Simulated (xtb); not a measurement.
xtb input file for B(Me)2(NH2) (C2H8BN), SMILES CB(N)C, GFN2-xTB. 

```
$ xtb mol.xyz --gfn 2 --ohess tight --chrg 0 --uhf 0 --json
$ cat mol.xyz
12

B      0.12580000    -0.04460000     0.14790000
C     -1.07520000    -1.05340000    -0.05770000
H     -0.71950000    -1.97650000    -0.59070000
H     -1.92510000    -0.72990000    -0.59120000
H     -1.42760000    -1.42620000     0.95510000
C      0.14970000     1.36980000    -0.67940000
H      0.78250000     1.36120000    -1.46220000
H      0.41730000     2.16850000    -0.03830000
H     -0.87100000     1.66720000    -1.03510000
N      1.18750000    -0.33970000     0.87550000
H      2.02030000     0.27290000     0.97860000
H      1.24770000    -1.22690000     1.40780000
```

Output:

```
[banner left out]
          |                Calculation Setup                |
           -------------------------------------------------



           -------------------------------------------------
          |                 G F N 2 - x T B                 |
           -------------------------------------------------

        Reference                      10.1021/acs.jctc.8b01176
      * Hamiltonian:
        H0-scaling (s, p, d)           1.850000    2.230000    2.230000
        zeta-weighting                 0.500000
      * Dispersion:
        s8                             2.700000
        a1                             0.520000
        a2                             5.000000
        s9                             5.000000
      * Repulsion:
        kExp                           1.500000    1.000000
        rExp                           1.000000
      * Coulomb:
        alpha                          2.000000
        third order                    shell-resolved
        anisotropic                    true
        a3                             3.000000
        a5                             4.000000
        cn-shift                       1.200000
        cn-exp                         4.000000
        max-rad                        5.000000


          ...................................................
          :                      SETUP                      :
          :.................................................:
          :  # basis functions                  24          :
          :  # atomic orbitals                  24          :
          :  # shells                           16          :
          :  # electrons                        24          :
          :  max. iterations                   250          :
          :  Hamiltonian                  GFN2-xTB          :
          :  restarted?                      false          :
          :  GBSA solvation                  false          :
[...]
        18                          0.2250563               6.1241
        19                          0.2376769               6.4675
        20                          0.2528818               6.8813
        21                          0.2593070               7.0561
        22                          0.2906215               7.9082
        23                          0.4107965              11.1783
        24                          0.5482903              14.9197
      -------------------------------------------------------------
                  HL-Gap            0.2292346 Eh            6.2378 eV
             Fermi-level           -0.2716562 Eh           -7.3921 eV

     #   Z          covCN         q      C6AA      α(0)
     1   5 B        2.636     0.254    17.911     7.145
     2   6 C        3.672    -0.191    24.523     7.098
     3   1 H        0.925     0.029     2.596     2.520
     4   1 H        0.925     0.028     2.611     2.527
     5   1 H        0.925     0.014     2.818     2.625
     6   6 C        3.672    -0.191    24.523     7.097
     7   1 H        0.925     0.028     2.609     2.526
     8   1 H        0.925     0.014     2.819     2.626
     9   1 H        0.925     0.029     2.597     2.520
    10   7 N        2.562    -0.324    28.351     7.908
    11   1 H        0.860     0.153     1.378     1.839
    12   1 H        0.860     0.153     1.378     1.839

 Mol. C6AA /au·bohr⁶  :        995.574310
 Mol. C8AA /au·bohr⁸  :      21584.632454
 Mol. α(0) /au        :         48.268374


Wiberg/Mayer (AO) data.
largest (>0.10) Wiberg bond orders for each atom

 ---------------------------------------------------------------------------
     #   Z sym  total        # sym  WBO       # sym  WBO       # sym  WBO
 ---------------------------------------------------------------------------
     1   5 B    3.455 --    10 N    1.390     6 C    0.999     2 C    0.999
     2   6 C    3.970 --     1 B    0.999     5 H    0.988     4 H    0.976
                             3 H    0.972
     3   1 H    0.999 --     2 C    0.972
     4   1 H    0.999 --     2 C    0.976
     5   1 H    1.000 --     2 C    0.988
     6   6 C    3.970 --     1 B    0.999     8 H    0.988     7 H    0.976
                             9 H    0.973
     7   1 H    0.999 --     6 C    0.976
     8   1 H    1.000 --     6 C    0.988
     9   1 H    0.999 --     6 C    0.973
    10   7 N    3.362 --     1 B    1.390    12 H    0.960    11 H    0.960
    11   1 H    0.976 --    10 N    0.960
    12   1 H    0.976 --    10 N    0.960
 ---------------------------------------------------------------------------

Topologies differ in total number of bonds
Writing topology from bond orders to xtbtopo.mol

molecular dipole:
                 x           y           z       tot (Debye)
 q only:        0.366      -0.082       0.370
   full:        0.414      -0.093       0.418       1.513
molecular quadrupole (traceless):
                xx          xy          yy          xz          yz          zz
 q only:        0.587      -0.741      -1.366       1.562      -0.085       0.779
  q+dip:        0.610      -0.160      -1.144       2.685      -0.836       0.535
   full:        0.612      -0.472      -1.288       2.185      -0.465       0.676

           -------------------------------------------------
          |                Geometry Summary                 |
           -------------------------------------------------

      molecular mass/u    :       56.9027291
   center of mass at/Å    :        0.1053291      -0.0216630       0.1069138
  moments of inertia/u·Å² :        0.6059326E+02   0.6914654E+02   0.1236267E+03
rotational constants/cm⁻¹ :        0.2782097E+00   0.2437957E+00   0.1363592E+00

 * 11 selected distances

     #   Z          #   Z                                           value/Å
     1   5 B        2   6 C                                       1.5890449
     2   6 C        3   1 H                                       1.0886632
     2   6 C        4   1 H                                       1.0881049
     2   6 C        5   1 H                                       1.0880476
     1   5 B        6   6 C                                       1.5890562 (max)
     6   6 C        7   1 H                                       1.0881072
     6   6 C        8   1 H                                       1.0881289
     6   6 C        9   1 H                                       1.0887093
     1   5 B       10   7 N                                       1.3846059
    10   7 N       11   1 H                                       1.0064855 (min)
    10   7 N       12   1 H                                       1.0064921

 * 4 distinct bonds (by element types)

   Z      Z             #   av. dist./Å        max./Å        min./Å
   1 H    6 C           6     1.0882935     1.0887093     1.0880476
   5 B    6 C           2     1.5890506     1.5890562     1.5890449
   1 H    7 N           2     1.0064888     1.0064921     1.0064855
   5 B    7 N           1     1.3846059     1.3846059     1.3846059

           -------------------------------------------------
          |               Frequency Printout                |
           -------------------------------------------------
 projected vibrational frequencies (cm⁻¹)
eigval :       -0.00    -0.00     0.00     0.00     0.00     0.00
eigval :       35.73    74.23   284.66   343.32   354.61   549.34
eigval :      611.64   723.73   803.77   826.58   850.11   913.67
eigval :      920.15  1187.53  1387.05  1393.75  1402.13  1501.82
eigval :     1504.42  1507.87  1515.38  1549.64  3013.92  3017.09
eigval :     3021.14  3024.38  3031.30  3034.44  3477.54  3514.10
 reduced masses (amu)
   1: 10.07   2: 10.43   3:  9.80   4:  9.23   5:  9.55   6: 10.12   7:  1.12   8:  1.87
   9:  7.87  10:  7.86  11:  6.81  12:  1.01  13:  3.90  14: 10.13  15:  3.08  16:  3.01
  17:  5.54  18:  5.60  19:  4.66  20:  9.37  21:  7.51  22:  3.17  23:  4.22  24:  1.64
  25:  1.59  26:  1.58  27:  1.72  28:  4.33  29:  1.92  30:  1.92  31:  1.93  32:  1.89
  33:  1.31  34:  1.34  35:  1.50  36:  2.12
 IR intensities (km·mol⁻¹)
   1:  0.16   2:  0.10   3:  0.43   4:  0.44   5:  0.52   6:  0.77   7:  0.01   8:  3.44
   9:  0.20  10:  0.93  11:  0.14  12:  0.01  13:204.85  14:  4.75  15:  0.00  16:  2.81
  17:  5.59  18:119.19  19: 10.92  20:181.08  21:142.82  22: 24.25  23: 74.07  24:  0.04
  25:  0.22  26:  0.73  27:  0.95  28:121.32  29:  2.49  30: 81.09  31: 70.97  32: 66.44
  33: 36.47  34: 25.75  35:  0.10  36:  3.69
 Raman intensities (Ä⁴*amu⁻¹)
   1:  0.00   2:  0.00   3:  0.00   4:  0.00   5:  0.00   6:  0.00   7:  0.00   8:  0.00
   9:  0.00  10:  0.00  11:  0.00  12:  0.00  13:  0.00  14:  0.00  15:  0.00  16:  0.00
  17:  0.00  18:  0.00  19:  0.00  20:  0.00  21:  0.00  22:  0.00  23:  0.00  24:  0.00
  25:  0.00  26:  0.00  27:  0.00  28:  0.00  29:  0.00  30:  0.00  31:  0.00  32:  0.00
  33:  0.00  34:  0.00  35:  0.00  36:  0.00
 output can be read by thermo (or use thermo option).
 writing <g98.out> molden fake output.
 recommended (thermochemical) frequency scaling factor: 1.0
           -------------------------------------------------
Molecule has the following symmetry elements: (C2)
It seems to be the C2 point group
          |             Thermodynamic Functions             |
           -------------------------------------------------

c2  symmetry found (for desy threshold:  0.10E+00) used in thermo

          ...................................................
          :                      SETUP                      :
          :.................................................:
          :  # frequencies                          30      :
          :  # imaginary freq.                       0      :
          :  linear?                             false      :
          :  only rotor calc.                    false      :
          :  symmetry                               c2      :
          :  rotational number                       2      :
          :  scaling factor                  1.0000000      :
          :  rotor cutoff                   50.0000000 cm⁻¹ :
          :  imag. cutoff                  -20.0000000 cm⁻¹ :
          :.................................................:

    mode    ω/cm⁻¹     T·S(HO)/kcal·mol⁻¹    T·S(FR)/kcal·mol⁻¹   T·S(vib)
   ------------------------------------------------------------------------
       1     35.73    -1.63477 ( 20.68%)    -1.15448 ( 79.32%)    -1.25378
       2     74.23    -1.20390 ( 82.93%)    -0.93869 ( 17.07%)    -1.15863
       3    284.66    -0.44886 ( 99.90%)    -0.54109 (  0.10%)    -0.44895
   ------------------------------------------------------------------------

   temp. (K)  partition function   enthalpy   heat capacity  entropy
                                   cal/mol     cal/K/mol   cal/K/mol   J/K/mol
 298.15  VIB   54.3                 2284.510     14.459     14.171
         ROT  0.275E+05              888.752      2.981     23.294
         INT  0.149E+07             3173.262     17.440     37.465
         TR   0.415E+27             1481.254      4.968     38.020
         TOT                        4654.5158    22.4079    75.4852   315.8299

       T/K    H(0)-H(T)+PV         H(T)/Eh          T*S/Eh         G(T)/Eh
   ------------------------------------------------------------------------
    298.15    0.741744E-02    0.110789E+00    0.358654E-01    0.749240E-01
   ------------------------------------------------------------------------

         :::::::::::::::::::::::::::::::::::::::::::::::::::::
         ::                  THERMODYNAMIC                  ::
         :::::::::::::::::::::::::::::::::::::::::::::::::::::
         :: total free energy         -12.458860383560 Eh   ::
         ::.................................................::
         :: total energy              -12.533784384722 Eh   ::
         :: zero point energy           0.103371993060 Eh   ::
         :: G(RRHO) w/o ZPVE           -0.028447991898 Eh   ::
         :: G(RRHO) contrib.            0.074924001162 Eh   ::
         :::::::::::::::::::::::::::::::::::::::::::::::::::::

optimized geometry written to: xtbopt.xyz


           -------------------------------------------------
          | TOTAL ENERGY              -12.533784384722 Eh   |
          | TOTAL ENTHALPY            -12.422994948562 Eh   |
          | TOTAL FREE ENERGY         -12.458860383560 Eh   |
          | GRADIENT NORM               0.000145460466 Eh/α |
          | HOMO-LUMO GAP               6.237789776690 eV   |
           -------------------------------------------------

------------------------------------------------------------------------
------------------------------------------------------------------------
 total:
 SCF:
 ANC optimizer:
 analytical hessian:
Note: The following floating-point exceptions are signalling: IEEE_UNDERFLOW_FLAG IEEE_DENORMAL
normal termination of xtb
```

Self-consistency was reached.

Cost: around 0.7 core-seconds (rough).
